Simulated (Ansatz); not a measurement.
Ansatz (a quantum-chemistry and plane-wave program) input (B3LYP-D3(BJ)/def2-TZVP):

Ansatz 0.2 input:
```yaml
crystal:
  periodic: [false, false, false]
  atoms:
    - {symbol: F, position_ang: [-0.00000000, -0.00000000, -1.31682833]}
    - {symbol: Ge, position_ang: [0.00000000, 0.00000000, 0.37035797]}
basis:
  gaussian:
    orbitals: def2-TZVP
hamiltonian:
  xc: b3lyp
  dispersion: d3bj
total_charge: 1
phonons: {temperatures: {t_min: 298.15, t_max: 298.15, t_step: 100}}
```

Output:

```
Functional definition: B3LYP
integrals: 0.02 GiB planned
545 factors; their error is unknown
mean field: 0.18 GiB planned
mean field evaluation 1: about -59212.1153 eV, gradient 1.1e2 eV
mean field evaluation 2: about -58977.4483 eV, gradient 2.6e2 eV
mean field evaluation 4: about -59229.5021 eV, gradient 1.0e1 eV
mean field evaluation 8: about -59229.5810 eV, gradient 7.8e-2 eV
mean field evaluation 16: about -59229.8070 eV, gradient 5.3e-5 eV
mean field -59229.80696849 eV, -2176.6552586868 hartree, gradient 5.3e-5 eV, S^2 0.000000; 0 other end points of the search recorded, 0 dependent functions left out
the calculation of the forces begins
reference -59229.80712089 eV, -2176.6552642873 hartree; 20, 20 occupied and 59, 59 virtual orbitals, 545 factors
these checks for a lower state are left out or cut short: stability, starts, cluster_reference, orbital_swaps, neighbouring_geometries, increment
integrals: 0.02 GiB planned
545 factors; their error is unknown
mean field: 0.18 GiB planned
mean field -59229.80696848 eV, -2176.6552586867 hartree, gradient 2.1e-6 eV, S^2 0.000000; 0 other end points of the search recorded, 0 dependent functions left out
the calculation of the forces begins
reference -59229.80712088 eV, -2176.6552642872 hartree; 20, 20 occupied and 59, 59 virtual orbitals, 545 factors
these checks for a lower state are left out or cut short: stability, starts, cluster_reference, orbital_swaps, neighbouring_geometries, increment
integrals: 0.02 GiB planned
545 factors; their error is unknown
mean field: 0.18 GiB planned
mean field evaluation 32: about -59229.8070 eV, gradient 2.1e-6 eV
mean field -59229.80696848 eV, -2176.6552586867 hartree, gradient 2.1e-6 eV, S^2 0.000000; 0 other end points of the search recorded, 0 dependent functions left out
the calculation of the forces begins
reference -59229.80712088 eV, -2176.6552642872 hartree; 20, 20 occupied and 59, 59 virtual orbitals, 545 factors
these checks for a lower state are left out or cut short: stability, starts, cluster_reference, orbital_swaps, neighbouring_geometries, increment
integrals: 0.02 GiB planned
545 factors; their error is unknown
mean field: 0.18 GiB planned
mean field -59229.80696848 eV, -2176.6552586867 hartree, gradient 2.1e-6 eV, S^2 0.000000; 0 other end points of the search recorded, 0 dependent functions left out
the calculation of the forces begins
reference -59229.80712088 eV, -2176.6552642872 hartree; 20, 20 occupied and 59, 59 virtual orbitals, 545 factors
these checks for a lower state are left out or cut short: stability, starts, cluster_reference, orbital_swaps, neighbouring_geometries, increment
integrals: 0.02 GiB planned
545 factors; their error is unknown
mean field: 0.18 GiB planned
mean field -59229.80696848 eV, -2176.6552586867 hartree, gradient 2.1e-6 eV, S^2 0.000000; 0 other end points of the search recorded, 0 dependent functions left out
the calculation of the forces begins
reference -59229.80712088 eV, -2176.6552642872 hartree; 20, 20 occupied and 59, 59 virtual orbitals, 545 factors
these checks for a lower state are left out or cut short: stability, starts, cluster_reference, orbital_swaps, neighbouring_geometries, increment
integrals: 0.02 GiB planned
545 factors; their error is unknown
mean field: 0.18 GiB planned
mean field -59229.80686182 eV, -2176.6552547668 hartree, gradient 2.1e-6 eV, S^2 0.000000; 0 other end points of the search recorded, 0 dependent functions left out
the calculation of the forces begins
reference -59229.80701418 eV, -2176.6552603660 hartree; 20, 20 occupied and 59, 59 virtual orbitals, 545 factors
these checks for a lower state are left out or cut short: stability, starts, cluster_reference, orbital_swaps, neighbouring_geometries, increment
integrals: 0.02 GiB planned
545 factors; their error is unknown
mean field: 0.18 GiB planned
mean field evaluation 64: about -59229.8069 eV, gradient 2.2e-6 eV
mean field -59229.80685690 eV, -2176.6552545859 hartree, gradient 2.2e-6 eV, S^2 0.000000; 0 other end points of the search recorded, 0 dependent functions left out
the calculation of the forces begins
reference -59229.80700933 eV, -2176.6552601878 hartree; 20, 20 occupied and 59, 59 virtual orbitals, 545 factors
these checks for a lower state are left out or cut short: stability, starts, cluster_reference, orbital_swaps, neighbouring_geometries, increment
integrals: 0.02 GiB planned
545 factors; their error is unknown
mean field: 0.18 GiB planned
mean field -59229.80696848 eV, -2176.6552586867 hartree, gradient 2.1e-6 eV, S^2 0.000000; 0 other end points of the search recorded, 0 dependent functions left out
the calculation of the forces begins
reference -59229.80712088 eV, -2176.6552642872 hartree; 20, 20 occupied and 59, 59 virtual orbitals, 545 factors
these checks for a lower state are left out or cut short: stability, starts, cluster_reference, orbital_swaps, neighbouring_geometries, increment
integrals: 0.02 GiB planned
545 factors; their error is unknown
mean field: 0.18 GiB planned
mean field -59229.80696848 eV, -2176.6552586867 hartree, gradient 2.1e-6 eV, S^2 0.000000; 0 other end points of the search recorded, 0 dependent functions left out
the calculation of the forces begins
reference -59229.80712088 eV, -2176.6552642872 hartree; 20, 20 occupied and 59, 59 virtual orbitals, 545 factors
these checks for a lower state are left out or cut short: stability, starts, cluster_reference, orbital_swaps, neighbouring_geometries, increment
integrals: 0.02 GiB planned
545 factors; their error is unknown
mean field: 0.18 GiB planned
mean field -59229.80696848 eV, -2176.6552586867 hartree, gradient 2.1e-6 eV, S^2 0.000000; 0 other end points of the search recorded, 0 dependent functions left out
the calculation of the forces begins
reference -59229.80712088 eV, -2176.6552642872 hartree; 20, 20 occupied and 59, 59 virtual orbitals, 545 factors
these checks for a lower state are left out or cut short: stability, starts, cluster_reference, orbital_swaps, neighbouring_geometries, increment
integrals: 0.02 GiB planned
545 factors; their error is unknown
mean field: 0.18 GiB planned
mean field evaluation 96: about -59229.8070 eV, gradient 2.1e-6 eV
mean field -59229.80696848 eV, -2176.6552586867 hartree, gradient 2.1e-6 eV, S^2 0.000000; 0 other end points of the search recorded, 0 dependent functions left out
the calculation of the forces begins
reference -59229.80712088 eV, -2176.6552642872 hartree; 20, 20 occupied and 59, 59 virtual orbitals, 545 factors
these checks for a lower state are left out or cut short: stability, starts, cluster_reference, orbital_swaps, neighbouring_geometries, increment
integrals: 0.02 GiB planned
545 factors; their error is unknown
mean field: 0.18 GiB planned
mean field -59229.80685690 eV, -2176.6552545859 hartree, gradient 2.2e-6 eV, S^2 0.000000; 0 other end points of the search recorded, 0 dependent functions left out
the calculation of the forces begins
reference -59229.80700933 eV, -2176.6552601878 hartree; 20, 20 occupied and 59, 59 virtual orbitals, 545 factors
these checks for a lower state are left out or cut short: stability, starts, cluster_reference, orbital_swaps, neighbouring_geometries, increment
integrals: 0.02 GiB planned
545 factors; their error is unknown
mean field: 0.18 GiB planned
mean field -59229.80686182 eV, -2176.6552547668 hartree, gradient 2.1e-6 eV, S^2 0.000000; 0 other end points of the search recorded, 0 dependent functions left out
the calculation of the forces begins
reference -59229.80701418 eV, -2176.6552603660 hartree; 20, 20 occupied and 59, 59 virtual orbitals, 545 factors
Total energy: -59229.83230051 eV, -2176.6561896216 hartree
Atom 0 at    -0.000000    -0.000000    -1.316828 Å, force     0.000000     0.000000     0.001604 eV/Å
Atom 1 at     0.000000     0.000000     0.370358 Å, force    -0.000000    -0.000000    -0.001604 eV/Å
Dipole moment:     0.000000     0.000000     0.616892 e Å
Vibrations: 794.12 cm⁻¹, zero-point energy 0.049229 eV
```
